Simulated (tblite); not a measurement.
Compound: C₈H₁₀NP.
Cartesian coordinates in Å at the GFN2-xTB level; atoms count from 1:
```
atom  x, y, z in Å
C1    -2.0654    1.5162    1.3822
P2    -1.1745    0.5162    0.3012
C3     0.5831   -0.0654    0.1292
C4     1.5143    0.7020   -0.5613
C5     2.8374    0.2904   -0.5539
N6     3.2624   -0.7805    0.0946
C7     2.3785   -1.4922    0.7731
C8     1.0311   -1.1753    0.8364
C9    -1.8258    0.4647   -1.3839
C10   -2.1526   -0.7627   -0.5193
H11   -2.0219    1.0915    2.3882
H12   -1.6239    2.5158    1.3972
H13    1.2018    1.5860   -1.1001
H14    3.5974    0.8439   -1.0908
H15    2.7741   -2.3559    1.2921
H16    0.3365   -1.7787    1.4043
H17   -2.6463    1.1380   -1.5909
H18   -1.1508    0.3094   -2.2151
H19   -3.1769   -0.8562   -0.1851
H20   -1.6837   -1.6964   -0.8010
```

Method: GFN2-xTB as coded in tblite; computed harmonic values from a numerical Hessian at the method's own geometry, unscaled. Against measured fundamentals such values can be off by several per cent, at times by over 20. One conformer, not necessarily the lowest.

Harmonic wavenumbers (cm⁻¹): 26.5, 76.5, 99.1, 198.1, 201.2, 225.9, 271.4, 299.2, 317.8, 352.6, 472.9, 623.5, 643.0, 691.0, 704.2, 742.6, 755.6, 765.4, 776.7, 829.3, 879.2, 884.9, 911.7, 920.5, 924.8, 946.9, 994.7, 1007.4, 1023.1, 1087.7, 1098.3, 1104.6, 1105.6, 1129.6, 1200.7, 1255.4, 1276.0, 1360.5, 1364.6, 1390.1, 1407.9, 1437.0, 1548.5, 1558.6, 2926.1, 2931.6, 3041.1, 3043.2, 3050.5, 3053.0, 3061.7, 3062.2, 3064.5, 3076.9.

A = 2603, B = 710.6, C = 695.0 MHz; mass 151.055 u (most abundant isotopes); point group Cs, symmetry number 1.

Question: Zero-point energy?

Answer: Half the sum of the wavenumbers: 33601 cm⁻¹ = 401.96 kJ/mol.

Question: Give the ideal-gas entropy at 350 K and 1 bar in the rigid-rotor, harmonic-oscillator model (classical rotation).

Answer: Translation 174.77, rotation 127.12, vibration 150.08: S = 452.0 J/(mol K).

Question: And Cp and H(350 K) − H(0)?

Answer: Cp = 197.54 J/(mol K), of which vibrations give 164.28 (their classical limit is 54 R = 449.0); H(350 K) − H(0) = 39.18 kJ/mol without the zero-point energy, 27.54 from vibrations.

Question: How do the functions run with temperature in this model?

Answer: 
```csv
T (K),S (J/(mol K)),Cp (J/(mol K)),H − H(0) (kJ/mol),G − H(0) (kJ/mol),ln q(vib)
50,253.6,53.9,2.15,-10.53,0.81
100,298.2,77.2,5.43,-24.39,2.04
298.15,422.4,171.2,29.61,-96.34,7.20
373.15,465.0,208.7,43.88,-129.62,9.22
500,533.7,261.1,73.84,-193.02,12.69
750,653.7,329.2,148.39,-341.88,19.47
1000,754.6,371.3,236.33,-518.27,25.83
```

q(vib) and H(0) count from the zero-point level.

Question: What must be added to the electronic energy to get the Gibbs energy at 350 K and 1 bar?

Answer: ZPE + [H(350 K) − H(0)] − T·S = 401.96 + 39.18 − 158.19 = 282.95 kJ/mol.

Hindered rotation and anharmonicity are outside this model. Other conformers, if any are populated, would add a mixing term that is left out.
